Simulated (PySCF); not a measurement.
C₇H₅NO₂S, SMILES c12c(csc2)C(=O)N(C1=O)C.

Coordinates come from a TPSSh-D3(BJ)/def2-SVP optimisation. A frequency run showed that this geometry is not a minimum.

Calculation: PBE0/def2-SVP in PySCF.

Symmetry labels are those of the subgroup Cs that the program uses (full group Cs).

Computed valence orbital energies around the gap with their symmetry:
```tsv
orbital	symmetry	energy (eV)
HOMO−7	A"	-11.34
HOMO−6	A'	-11.06
HOMO−5	A'	-10.76
HOMO−4	A'	-8.42
HOMO−3	A'	-8.30
HOMO−2	A"	-7.89
HOMO−1	A"	-7.77
HOMO	A'	-7.73
LUMO	A"	-1.85
LUMO+1	A'	-1.58
LUMO+2	A"	0.53
LUMO+3	A'	2.02
```
